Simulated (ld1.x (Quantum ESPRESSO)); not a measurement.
u(r) = r·R(r): atom against pseudo-atom (H (Z = 1))

Columns: radius, all-electron u(r) and pseudo u(r) of the 1s shell (level -6.49 eV) of hydrogen in the configuration 1s1; PBE, scalar-relativistic, ultrasoft scheme, ld1.x (Quantum ESPRESSO) 7.5.

```csv
r (bohr),all-electron,pseudo
0.038,0.0702,0.0592
0.075,0.1335,0.1161
0.113,0.1935,0.1732
0.150,0.2473,0.2268
0.188,0.2982,0.2793
0.225,0.3436,0.3275
0.263,0.3864,0.3736
0.300,0.4244,0.4150
0.338,0.4601,0.4538
0.375,0.4916,0.4879
0.413,0.5210,0.5193
0.450,0.5468,0.5464
0.488,0.5706,0.5710
0.525,0.5914,0.5921
0.563,0.6105,0.6111
0.600,0.6269,0.6274
0.638,0.6417,0.6419
0.675,0.6543,0.6544
0.713,0.6655,0.6655
0.750,0.6747,0.6747
0.788,0.6827,0.6827
0.825,0.6891,0.6891
0.863,0.6943,0.6943
0.900,0.6982,0.6982
0.938,0.7011,0.7011
0.975,0.7028,0.7028
```

(1) How many radial nodes do the two functions have?

(2) At about which radius was the pseudo-wave matched?

(3) Is the pseudo-wave norm-conserving?

## Answers

(1) The all-electron 1s function has n − l − 1 = 0; the pseudo-wave has 0.

(2) 0.75 bohr. The columns agree to 0.0005 from 0.60 bohr on; several derivatives are matched, so the curves merge somewhat inside the radius.

(3) No, it belongs to an ultrasoft set: the norm inside the radius is not constrained, and the difference is carried by the augmentation charge.
